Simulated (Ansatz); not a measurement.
Task: Predict a relaxed structure of Ge3Te7 (the lowest singlet isomer of a short search), charge 0, singlet, at PBE-D4/def2-SVP (Ansatz).

Result: 
```xyz
10

Ge    1.357   -2.000    1.819
Ge   -0.733    1.487    1.689
Ge    0.592    0.583   -0.213
Te   -0.746   -1.813   -0.120
Te    0.651    1.552   -2.649
Te   -1.886    3.559    1.988
Te   -0.717   -0.643    3.133
Te   -1.319   -0.160   -3.545
Te    2.901   -0.059    0.699
Te   -0.100   -2.507   -2.800
```
 This is one stationary point.

In the def2 sets Te takes a core potential; there is no spin–orbit coupling. The structure comes from a short search, and lower isomers may exist.
